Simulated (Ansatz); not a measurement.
`O/C=C/[SiH2]Cl` at its PBE0-D4/def2-TZVP geometry, where that method's forces vanish. The species carries charge 0 and has multiplicity 1.

```xyz
10

O    -0.6689   -1.8304   -1.4838
C    -0.5783   -0.8758   -0.5382
C     0.4422   -0.0205   -0.4718
Si    0.4865    1.2594    0.8327
Cl    2.0218    0.9257    2.1749
H    -1.4717   -2.3422   -1.3593
H    -1.3996   -0.8436    0.1767
H     1.2337   -0.1100   -1.2113
H    -0.7885    1.2203    1.5924
H     0.7229    2.6171    0.2877
```

(1) What forces (eV/Å) does ωB97M-V/def2-TZVPP give on these atoms in the Gaussian-basis code of Ansatz? (An estimate is asked.)

## Answers

(1) The calculation gave: 
```
O1  -0.084 -0.234 -0.178
C2   0.029  0.278  0.269
C3   0.004 -0.052 -0.050
Si4 -0.144  0.179  0.006
Cl5  0.029 -0.012  0.023
H6   0.064  0.030 -0.021
H7   0.063 -0.005 -0.060
H8  -0.067 -0.017  0.037
H9   0.141 -0.002 -0.090
H10 -0.035 -0.165  0.064
```
